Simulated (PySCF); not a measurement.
Species: C₆H₇F₃Si.
Structure used (PBE0-D3(BJ)/def2-SVP), in Å, numbered top down from 1:
```xyz
17
C6H7F3Si angstrom
F      4.5610    1.0049    0.4038
C      4.0448   -0.2245    0.3361
F      4.6507   -0.8593   -0.6694
F      4.3678   -0.8596    1.4654
C      2.5959   -0.1815    0.1451
C      1.3964   -0.1361   -0.0130
C     -0.0463   -0.0605   -0.1543
C     -0.6542    1.3766   -0.1328
Si    -2.1877    0.6055    0.6783
C     -0.8739   -0.7306    0.9872
H     -0.3177   -0.5407   -1.1106
H     -0.6843    1.8964   -1.0995
H     -0.1118    2.0069    0.5897
H     -3.2403    0.1959   -0.2998
H     -2.8262    1.2913    1.8403
H     -1.0700   -1.8041    0.8669
H     -0.3804   -0.5684    1.9587
```

Computed with PySCF at PBE0/pcSseg-1 and PBE0/def2-SVPD, non-relativistic, on one gas-phase PBE0-D3(BJ)/def2-SVP geometry that isn't relaxed in the solvent. The solvent is an IEF-PCM continuum (cavity from Bondi-type radii × 1.2). The model holds no explicit solvent molecules, cavitation or dispersion.

Gas phase at PBE0/pcSseg-1: HOMO -8.23 eV, LUMO -0.42 eV, dipole 3.50 D.

Task: What does the continuum do to the energy, the frontier levels and the dipole at PBE0/pcSseg-1 in cyclohexane and benzene?

Result: 
| solvent | ε | E(solvent) − E(gas) (kcal/mol) | polarisation term (kcal/mol) | distortion of the solute (kcal/mol) | HOMO (eV) | LUMO (eV) | dipole (D) |
| --- | --- | --- | --- | --- | --- | --- | --- |
| cyclohexane | 2.017 | -1.26 | -1.33 | 0.07 | -8.16 | -0.32 | 3.82 |
| benzene | 2.271 | -1.43 | -1.52 | 0.09 | -8.15 | -0.31 | 3.86 |

The polarisation term is half the interaction of the solute with the surface charges that it induces; the rest is the cost of distorting the solute's density. The sum is the electrostatic part of solvation alone. From cyclohexane to benzene the lowering changes by a factor 1.13, Onsager's factor (ε − 1)/(2ε + 1) by 1.14 and ε itself by 1.1.

Task: Which radius a makes the point-dipole formula ΔE = −[(ε − 1)/(2ε + 1)]·μ²/a³ give the value in benzene, with the gas-phase dipole?

Result: μ = 1.377 au and |ΔE| = 0.00228 Eh give a = 3.05 Å; the farthest nucleus lies 4.35 Å from the centroid of the nuclei, so such a sphere wouldn't even hold the nuclei. The formula assumes a rigid point dipole at the centre of a sphere.

Task: Give the dipole vector in the frame of the coordinates (D, pointing from negative to positive charge), gas and benzene.

Result: Gas (-3.49, 0.31, -0.10), solvent (-3.84, 0.33, -0.13). Its length changes by +10 % and its direction by less than 1°.

Task: Which Hirshfeld charges (PBE0/pcSseg-1) respond most in benzene (means over atoms taken as equivalent)?

Result: 
```
   atoms              environment  gas (e)  solvent (e)  change
      C5            alkyne carbon   -0.107       -0.116  -0.009
     H11         methine hydrogen   +0.059       +0.063  +0.004
      C6            alkyne carbon   -0.003       +0.001  +0.004
     Si9             SiH2 silicon   +0.352       +0.355  +0.003
F1/F3/F4  fluorine of a CF3 group   -0.093       -0.095  -0.002
 H12/H16       methylene hydrogen   +0.044       +0.045  +0.001
      C2               CF3 carbon   +0.263       +0.262  -0.001
 H13/H17       methylene hydrogen   +0.044       +0.045  +0.001
```

Gas phase at PBE0/def2-SVPD: HOMO -8.24 eV, LUMO -0.49 eV, dipole 3.53 D.

Task: What does the continuum do to the energy, the frontier levels and the dipole at PBE0/def2-SVPD in benzene?

Result: 
```
solvent      ε  E(solvent) − E(gas) (kcal/mol)  polarisation term (kcal/mol)  distortion of the solute (kcal/mol)  HOMO (eV)  LUMO (eV)  dipole (D)
benzene  2.271                           -1.44                         -1.54                                 0.10      -8.14      -0.38        3.89
```

Task: How does the static polarisability (PBE0/def2-SVPD, frozen core, with the continuum's full static response) change?

Result: 
| medium | isotropic (au) | principal values (au) | ⟨r²⟩ of the electrons (bohr²) |
| --- | --- | --- | --- |
| gas | 100.8 | 79.1, 82.2, 141.1 | 2704.1 |
| benzene | 113.9 | 90.2, 93.6, 158.0 | 2704.3 |

The isotropic value in benzene is 1.13 times the gas-phase one; no cavity-field correction is applied. ⟨r²⟩ is taken about the centre of nuclear charge.

Hardware: one thread, Intel Xeon 6975P-C (x86_64), no GPU, on a shared host. Cost: 28 s of wall time, 1.1 GiB resident at most. This is the whole shielding run at PBE0/pcSseg-1 in benzene, SCF included.
